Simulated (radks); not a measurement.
Values are calculated unless marked as measured or tabulated.
The cerium ion Ce18+, 40 electrons, occupied as [Ar] 3d10 4s2 4p5.5 4d4 5s0.5 (fractional occupations, a model configuration). Code: a radial shooting solver on a logarithmic mesh with Libxc functionals. Model: Dirac Kohn-Sham, exchange-only PBE, spin-unpolarised, spherical densities, point nucleus; open shells fill j = l - 1/2 first.

Spin-orbit splittings of the eigenvalues, e(l+1/2) - e(l-1/2), with zeta = 2 splitting/(2l+1) and mean radii in bohr:

shell  occ.  splitting (eV)  zeta (eV)  <r> j=l-1/2  <r> j=l+1/2
2p        6           447.0      298.0      0.08790      0.09410
3p        6           88.87      59.24       0.2666       0.2785
3d       10           19.21      7.684       0.2492       0.2529
4p      5.5               ?          ?       0.6136       0.6344
4d        4           4.413      1.765       0.6506       0.6568

Estimate the 4p splitting.

Answer. 22.32 eV (zeta = 14.88 eV).
